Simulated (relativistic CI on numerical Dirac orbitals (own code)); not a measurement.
**Electric-dipole lines of Er⁶⁵⁺**

These numbers are calculated, not measured: Dirac-Coulomb-Breit CI, KLI orbitals optimised for each configuration, model QED (radiative potential, 1s self-energy scaled to tabulated hydrogen-like ionisation energies), unscaled Slater integrals (own radial code, finite nucleus).

CI space (outside the closed core 1s2): 2s, 2p, 3s, 3p, 3d, 4s, 4p, 4d, 4f, 5s, 5p, 5d, 5f, 5g. Levels of other configurations are missing.

| λ vac (Å) | Lower | Upper | A (s⁻¹) | E lower (eV) | E upper (eV) |
| --- | --- | --- | --- | --- | --- |
| 0.9773 | 2p 2P°_3/2 [3] | 5d 2D_5/2 [20] | 1.81e+14 | 1196.3 | 13882.1 |
| 0.9923 | 2s 2S_1/2 [1] | 4p 2P°_3/2 [11] | 1.77e+14 | 0.0 | 12494.6 |
| 1.0055 | 2p 2P°_1/2 [2] | 4d 2D_3/2 [12] | 3.88e+14 | 169.0 | 12499.7 |
| 1.0932 | 2p 2P°_3/2 [3] | 4d 2D_5/2 [13] | 3.95e+14 | 1196.3 | 12537.2 |
| 1.2990 | 2s 2S_1/2 [1] | 3p 2P°_3/2 [6] | 3.80e+14 | 0.0 | 9544.4 |
| 1.3208 | 2p 2P°_1/2 [2] | 3d 2D_3/2 [7] | 1.13e+15 | 169.0 | 9556.3 |
| 1.3421 | 2s 2S_1/2 [1] | 3p 2P°_1/2 [5] | 5.06e+14 | 0.0 | 9238.4 |
| 1.4675 | 2p 2P°_3/2 [3] | 3d 2D_5/2 [8] | 1.22e+15 | 1196.3 | 9644.9 |
| 1.4831 | 2p 2P°_3/2 [3] | 3d 2D_3/2 [7] | 2.02e+14 | 1196.3 | 9556.3 |
| 1.5505 | 2p 2P°_3/2 [3] | 3s 2S_1/2 [4] | 1.52e+14 | 1196.3 | 9192.4 |
| 2.6810 | 3p 2P°_1/2 [5] | 5d 2D_3/2 [19] | 5.71e+13 | 9238.4 | 13862.9 |
| 2.8583 | 3p 2P°_3/2 [6] | 5d 2D_5/2 [20] | 6.54e+13 | 9544.4 | 13882.1 |
| 2.8661 | 3d 2D_3/2 [7] | 5f 2F°_5/2 [21] | 8.44e+13 | 9556.3 | 13882.2 |
| 2.9195 | 3d 2D_5/2 [8] | 5f 2F°_7/2 [23] | 8.64e+13 | 9644.9 | 13891.6 |
| 3.7546 | 3s 2S_1/2 [4] | 4p 2P°_3/2 [11] | 4.69e+13 | 9192.4 | 12494.6 |
| 3.8017 | 3p 2P°_1/2 [5] | 4d 2D_3/2 [12] | 1.08e+14 | 9238.4 | 12499.7 |
| 3.9065 | 3s 2S_1/2 [4] | 4p 2P°_1/2 [10] | 6.64e+13 | 9192.4 | 12366.2 |
| 4.1427 | 3p 2P°_3/2 [6] | 4d 2D_5/2 [13] | 1.32e+14 | 9544.4 | 12537.2 |
| 4.1590 | 3d 2D_3/2 [7] | 4f 2F°_5/2 [14] | 2.51e+14 | 9556.3 | 12537.4 |
| 4.1953 | 3p 2P°_3/2 [6] | 4d 2D_3/2 [12] | 2.30e+13 | 9544.4 | 12499.7 |
| 4.2594 | 3d 2D_5/2 [8] | 4f 2F°_7/2 [15] | 2.61e+14 | 9644.9 | 12555.7 |
| 4.2863 | 3d 2D_5/2 [8] | 4f 2F°_5/2 [14] | 1.72e+13 | 9644.9 | 12537.4 |
| 4.4229 | 3p 2P°_3/2 [6] | 4s 2S_1/2 [9] | 4.17e+13 | 9544.4 | 12347.6 |
| 8.1963 | 4s 2S_1/2 [9] | 5p 2P°_3/2 [18] | 1.06e+13 | 12347.6 | 13860.3 |
| 8.2842 | 4p 2P°_1/2 [10] | 5d 2D_3/2 [19] | 2.10e+13 | 12366.2 | 13862.9 |
| 8.5663 | 4s 2S_1/2 [9] | 5p 2P°_1/2 [17] | 1.55e+13 | 12347.6 | 13795.0 |
| 8.9359 | 4p 2P°_3/2 [11] | 5d 2D_5/2 [20] | 2.75e+13 | 12494.6 | 13882.1 |
| 8.9678 | 4d 2D_3/2 [12] | 5f 2F°_5/2 [21] | 4.63e+13 | 12499.7 | 13882.2 |
| 9.0615 | 4p 2P°_3/2 [11] | 5d 2D_3/2 [19] | 4.88e+12 | 12494.6 | 13862.9 |
| 9.1542 | 4d 2D_5/2 [13] | 5f 2F°_7/2 [23] | 4.91e+13 | 12537.2 | 13891.6 |
| 9.1556 | 4f 2F°_5/2 [14] | 5g 2G_7/2 [22] | 7.88e+13 | 12537.4 | 13891.6 |
| 9.2181 | 4d 2D_5/2 [13] | 5f 2F°_5/2 [21] | 3.30e+12 | 12537.2 | 13882.2 |
| 9.2424 | 4f 2F°_7/2 [15] | 5g 2G_9/2 [24] | 8.07e+13 | 12555.7 | 13897.2 |
| 9.2809 | 4f 2F°_7/2 [15] | 5g 2G_7/2 [22] | 2.86e+12 | 12555.7 | 13891.6 |
| 9.3709 | 4d 2D_5/2 [13] | 5p 2P°_3/2 [18] | 4.06e+12 | 12537.2 | 13860.3 |
| 9.6037 | 4p 2P°_3/2 [11] | 5s 2S_1/2 [16] | 1.41e+13 | 12494.6 | 13785.6 |
| 10.364 | 2s 2S_1/2 [1] | 2p 2P°_3/2 [3] | 3.40e+12 | 0.0 | 1196.3 |
| 35.229 | 3s 2S_1/2 [4] | 3p 2P°_3/2 [6] | 5.29e+11 | 9192.4 | 9544.4 |
| 39.000 | 3p 2P°_1/2 [5] | 3d 2D_3/2 [7] | 2.54e+11 | 9238.4 | 9556.3 |
| 84.333 | 4s 2S_1/2 [9] | 4p 2P°_3/2 [11] | 1.30e+11 | 12347.6 | 12494.6 |
| 92.926 | 4p 2P°_1/2 [10] | 4d 2D_3/2 [12] | 8.05e+10 | 12366.2 | 12499.7 |
| 166.04 | 5s 2S_1/2 [16] | 5p 2P°_3/2 [18] | 4.30e+10 | 13785.6 | 13860.3 |
| 182.54 | 5p 2P°_1/2 [17] | 5d 2D_3/2 [19] | 2.91e+10 | 13795.0 | 13862.9 |
| 291.13 | 4p 2P°_3/2 [11] | 4d 2D_5/2 [13] | 3.19e+09 | 12494.6 | 12537.2 |
| 568.40 | 5p 2P°_3/2 [18] | 5d 2D_5/2 [20] | 1.17e+09 | 13860.3 | 13882.1 |

Terms are leading LS components. Brackets give the number of a level in order of energy, since labels repeat. The list gives strong lines, with weight on those to low levels, without lines whose two gauges differ by over a factor of 2.5. Levels whose partners in the same complex of configurations lie outside the list can be far off, and so can their lines. Rates are taken at the computed energies, electric ones in the length gauge.

At this charge energies of transitions that change n are usually good to better than 1 %, and those within a shell (Δn = 0) to a few per cent.

Problem. From the table, what is the radiative lifetime of 5d 2D_5/2?

Solution. The listed rates from this level add up to about 2.74e+14 s⁻¹, 99 % of its decay; with all channels τ = 3.62e-15 s.
